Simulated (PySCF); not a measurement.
How methods differ on the excitation energy of Ar+

Ar+ [Ne] 3s2 3p5 (2P) → Ar+ [Ne] 3s1 3p5 3d1 (high-spin determinant), as a difference of total energies. Computed with PySCF 2.14 in aug-cc-pwCVDZ, with the non-relativistic Hamiltonian (point nucleus). Correlated levels: nothing frozen. The calculations carry no spin-orbit coupling.

```tsv
method	excitation energy (eV)
UHF	33.804
MP2 (all electrons)	33.358
SCS-MP2 (all electrons)	33.140
CCSD (all electrons)	31.719
CCSD(T) (all electrons)	30.968
```

**Question.** How much does correlation contribute at CCSD(T) (all electrons)?

**Answer.** 30.968 − (33.804) = -2.836 eV, measured against UHF.

The upper state lies above the first ionisation limit, where it may autoionise and the basis confines it.

The promoted electron is Rydberg-like, and one or two diffuse shells describe it only roughly, which tends to raise the upper state.

The coupled-cluster amplitudes are large for the upper state (T1 above 0.03 or a double amplitude above 0.15), so a single reference is strained.

The determinant of the upper state mixes LS terms, which raises its energy above the lowest term, most at the Hartree-Fock and MP2 levels.
